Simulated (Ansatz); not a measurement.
Ansatz (a first-principles code) input (CCSD(T)/def2-SVPD):

Ansatz 0.2 input:
```yaml
crystal:
  periodic: [false, false, false]
  atoms:
    - {symbol: Pb, position_ang: [-0.00401327, -0.00597620, 0.77553755]}
    - {symbol: Br, position_ang: [1.13908989, -1.67066389, -0.91554448]}
    - {symbol: Br, position_ang: [-1.12968736, 1.68466528, -0.90142922]}
basis:
  gaussian:
    orbitals: def2-SVPD
magnetization: {spin_polarized: false}
correlation: {method: ccsd_t, electrons: outside_noble_gas}
output: {forces: true}
```

Output:

```
Functional definition: HF
integrals: 0.20 GiB planned
1207 factors; integrals over basis functions are off by at most 2.0e-4 eV
mean field: 0.82 GiB planned
mean field evaluation 1: about -145202.9817 eV, gradient 1.9e1 eV
mean field evaluation 2: about -145203.0583 eV, gradient 1.9e1 eV
mean field evaluation 4: about -145204.5030 eV, gradient 1.4e0 eV
mean field evaluation 8: about -145204.5244 eV, gradient 6.7e-2 eV
mean field evaluation 16: about -145204.3891 eV, gradient 1.4e0 eV
mean field -145204.52449700 eV, -5336.1678521029 hartree, gradient 7.1e-6 eV, S^2 0.000000; 0 other end points of the search recorded, 0 dependent functions left out
37 core orbitals not correlated
reference -145204.52449700 eV, -5336.1678521029 hartree; 9, 9 occupied and 68, 68 virtual orbitals, 1207 factors
densities: 0.44 GiB planned
second order -8.34162091 eV of doubles, -0.00000000 eV of singles
coupled cluster: 0.31 GiB planned
cycle   1  -8.81885483 eV  change   -4.8e-1 eV  update   8.0e-2
cycle   2  -8.99928809 eV  change   -1.8e-1 eV  update   2.5e-2
cycle   3  -9.04832017 eV  change   -4.9e-2 eV  update   1.6e-2
cycle   4  -9.04459124 eV  change    3.7e-3 eV  update   4.4e-3
cycle   5  -9.04292202 eV  change    1.7e-3 eV  update   1.8e-3
cycle   6  -9.04302165 eV  change   -1.0e-4 eV  update   6.6e-4
cycle   7  -9.04310737 eV  change   -8.6e-5 eV  update   2.1e-4
cycle   8  -9.04312545 eV  change   -1.8e-5 eV  update   6.9e-5
cycle   9  -9.04311958 eV  change    5.9e-6 eV  update   2.1e-5
cycle  10  -9.04311476 eV  change    4.8e-6 eV  update   6.5e-6
cycle  11  -9.04311530 eV  change   -5.4e-7 eV  update   2.0e-6
perturbative correction -0.30226488 eV, -0.0111080295 hartree
the calculation of the forces begins
Total energy: -145213.86987717 eV, -5336.5112884899 hartree
Atom 0 at    -0.004013    -0.005976     0.775538 Å, force    -0.002692    -0.004008     0.520132 eV/Å
Atom 1 at     1.139090    -1.670664    -0.915544 Å, force     0.174579    -0.254194    -0.261144 eV/Å
Atom 2 at    -1.129687     1.684665    -0.901429 Å, force    -0.171888     0.258202    -0.258988 eV/Å
Dipole moment:    -0.004756    -0.007082     0.919091 e Å
```
